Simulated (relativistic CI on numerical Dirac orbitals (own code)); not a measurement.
## Ti+ in a cubic cluster: 3s photoemission with charge transfer

Computed with a charge-transfer multiplet model of a cubic metal-ligand cluster with up to 2 ligand holes, Slater and spin-orbit integrals from Dirac-Coulomb-Breit ions, Slater integrals scaled by 0.9. The ground state mixes d3 with configurations of k ligand holes L, whose averages lie at kΔ + k(k − 1)U_dd/2; a core hole lowers each added d electron by U_cd. 20 K, Lorentzian 1.4 eV and Gaussian 0.8 eV FWHM.

Atomic integrals in eV (Slater integrals scaled, ζ unscaled), ground: F2dd 6.085, F4dd 3.735, zeta_d 0.009; with the core hole: F2dd 7.629, F4dd 4.751, zeta_d 0.015, G2cd 8.098.

Cluster parameters (eV): Δ = 8.5, U_dd = 4.9, U_cd = 6.1, 10Dq = 1, 10Dq(ligand) = 1.1, final-state hopping factor = 1.

| Case | n_d | d3 | d4L | d5L2 | S |
| --- | --- | --- | --- | --- | --- |
| V(eg) = 1.6 eV, V(t2g) = -0.85 eV | 3.14 | 0.86 | 0.13 | 0.00 | 1.50 |
| V(eg) = 2.2 eV, V(t2g) = -1.17 eV | 3.24 | 0.78 | 0.21 | 0.01 | 1.50 |
| V(eg) = 2.5 eV, V(t2g) = -1.33 eV | 3.28 | 0.74 | 0.24 | 0.02 | 1.50 |

Weights, n_d and S are thermal averages at 20 K. Binding energies count from the first peak over 30 % of the highest in each spectrum, which can be another peak from case to case. The parameters are a model scan and need not match a compound or its usual spin state. Peaks in eV (height, largest 100):
- V(eg) = 1.6 eV, V(t2g) = -0.85 eV: 0.0 (100), 4.6 (34), 6.3 (50), 7.3 (51), 13.0 (11)
- V(eg) = 2.2 eV, V(t2g) = -1.17 eV: 0.0 (100), 6.2 (62), 14.9 (10)
- V(eg) = 2.5 eV, V(t2g) = -1.33 eV: 0.0 (100), 6.2 (65), 15.9 (9)

Curve for V(eg) = 2.2 eV, V(t2g) = -1.17 eV (points under 2 left out, the grid thinned):

E (eV), Intensity and a bar:
```
     -3.2        6.0 #
     -2.7        8.2 ##
     -2.3       11.0 ###
     -1.8       17.2 #####
     -1.4       26.4 #######
     -0.9       49.1 ##############
     -0.4       84.4 #########################
      0.0      100.0 ##############################
      0.5       79.1 ########################
      0.9       51.0 ###############
      1.4       28.1 ########
      1.8       19.0 #####
      2.3       13.4 ###
      2.8       10.9 ###
      3.2       10.3 ###
      3.7       10.9 ###
      4.1       12.9 ###
      4.6       18.7 #####
      5.1       30.8 #########
      5.5       45.2 #############
      6.0       60.4 ##################
      6.4       59.2 ##################
      6.9       43.2 #############
      7.4       31.0 #########
      7.8       28.5 ########
      8.3       27.8 ########
      8.7       25.2 #######
      9.2       19.9 #####
      9.7       13.7 ####
     10.1        9.5 ##
     10.6        6.4 #
     11.0        5.0 #
     11.5        4.1 #
     12.0        3.6 
     12.4        3.4 
     12.9        3.4 
     13.3        3.7 
     13.8        4.7 #
     14.2        6.4 #
     14.7        9.1 ##
     15.2        9.0 ##
     15.6        6.9 #
     16.1        4.2 #
     16.5        2.9 
     17.0        2.1
```

For the case V(eg) = 1.6 eV, V(t2g) = -0.85 eV, Δ = 8.5 eV is larger than U_dd = 4.9 eV, the Mott-Hubbard side of the Zaanen-Sawatzky-Allen scheme. With the core hole the average of the configuration with one ligand hole lies at Δ − U_cd = 2.4 eV before mixing: the effective hopping of about 3.5 eV (from the holes of the mixed ground state) is comparable with this gap or larger, so the configurations mix strongly.

Without intra-shell correlation the exchange splitting of the 3s hole comes out too large.
